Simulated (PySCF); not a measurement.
## Correlation energy of Pd³⁵⁺ (palladium, charge +35)

[Ne] 3s1, 2S determinant. Calculation: PySCF 2.14, in an even-tempered Gaussian basis (18 s from 5.6 bohr⁻², ratio 2.5; 12 p from 7.3 bohr⁻², ratio 2.5; 4 d from 27 bohr⁻², ratio 2.7; 4 f from 41 bohr⁻², ratio 2.7); scalar relativity by spin-free X2C-1e. Frozen: 1s2; 9 electrons correlated; the 22 highest virtual orbitals of each spin left out.

| level | correlation energy (mhartree) |
| --- | --- |
| CCSD | -329.82 |
| (T) | -0.13 |
| CCSD(T) | -329.95 |

Diagnostics: T1 = 0.00010, D1 = 0.0004, largest double amplitude 0.003.

Cost of the coupled-cluster step: of the order of 10 core-seconds, for 9 correlated electrons.

At this charge the one-electron X2C treatment keeps the bare 1/r₁₂, with no two-electron picture change or Breit term. The effect here is smaller than on the frozen 1s shell; and a scalar Hamiltonian misses the large spin-orbit splitting of the p shells, which matters for ns² → np² pairs.
